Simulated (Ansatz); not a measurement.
`[OH][GeH]([F])[F]` + Cl• → `[OH][Ge]([F])[F]`• + HCl at 700 K and 1 bar (hydrogen abstraction from a Ge–H bond).

Gas-phase electronic energies from Ansatz, PBE0-D4/def2-TZVP geometries. CBS: MP2 limit from def2 TZ/QZ plus the TZ coupled-cluster correction, frozen cores. This one scheme is used for every species, atoms too. Open shells (•) are unrestricted, without spin–orbit coupling. Spin–orbit coupling would lower the free atoms: a little for Cl. For Ge outer-core shells are correlated without core-valence functions, so the limit isn't a true one: a few kJ/mol of doubt a bond, and 10 to 20 or more in all where bonds break to atoms. Scalar relativity is left out up to krypton. Each species was taken in one conformer, which may not be the lowest.

```csv
species,CCSD(T)/CBS energy (Eh),H − E (kJ/mol),S (J/(mol·K))
`[OH][GeH]([F])[F]`,-2352.17909,126.0,396.0
Cl•,-459.70966,14.6,186.0
`[OH][Ge]([F])[F]`•,-2351.52800,97.9,392.9
HCl,-460.38127,38.4,211.8
```

H − E and S are ideal-gas, rigid-rotor, harmonic terms from PBE0-D4/def2-TZVP, for one conformer and one mirror image of each species, with the whole ground term of open shells counted as degenerate. 1 Eh = 2625.50 kJ/mol, R = 8.31446 J/(mol·K).

Problem. By hand: ΔE, ΔH, ΔS and ΔG.

Solution. ΔE = (-2351.52800) + (-460.38127) − (-2352.17909) − (-459.70966) = -0.02052 Eh = -53.9 kJ/mol. Δ(H − E) = 97.9 + 38.4 − 126.0 − 14.6 = -4.3, so ΔH = -58.2 kJ/mol. ΔS = 392.9 + 211.8 − 396.0 − 186.0 = 22.7 J/(mol·K). ΔG = -58.2 − 700 × (22.7)/1000 = -74.1 kJ/mol.

Problem. By hand: the equilibrium constant, and the temperature at which ΔG would vanish if ΔH and ΔS stayed fixed.

Solution. log₁₀ K = −ΔG/(RT ln 10) = 5.5. ΔH and −TΔS have one sign here, so there is no such temperature.

ΔH outweighs TΔS. A doubt of 5 kJ/mol in ΔE shifts log₁₀ K by 0.4 here. Other conformers and mirror images would add mixing entropy, several J/(mol·K) or more a flexible species. These are equilibria of isolated gas molecules and say nothing of rates. Largest T1 diagnostic: 0.015 (customary marks: 0.02 for closed shells, 0.045 for open ones).
